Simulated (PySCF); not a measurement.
In(OH)2(SMe) (CH₅InO₂S), SMILES C[S][In]([OH])[OH].

Geometry optimised at PBE0-D3(BJ)/def2-SVP. The structure was generated by enumeration; whether it is a known compound was not checked. The def2 effective core potentials stand for the cores of In; spin–orbit coupling is left out. Other conformers were not sampled.

These are PySCF with ωB97X/def2-TZVP values and carry that method's errors.

Isolated molecule, no solvent.

```
Quantity                                                                                                        Result
---------------------------------------------------------------------------------------------  -----------------------
total energy                                                                                        -780.03271 hartree
point group                                                                                                         Cs
highest occupied level                                                                                        -9.44 eV
lowest empty level                                                                                             0.09 eV
orbital gap                                                                                                    9.53 eV
dipole moment                                                                                                   2.19 D
quadrupole, principal values (traceless, Buckingham form, about the centre of nuclear charge)  -12.29, 1.28, 11.02 D·Å
mean static polarisability                                                                       72.2 bohr³ (10.70 Å³)
polarisability, principal values                                                                51.8, 71.2, 93.6 bohr³
```
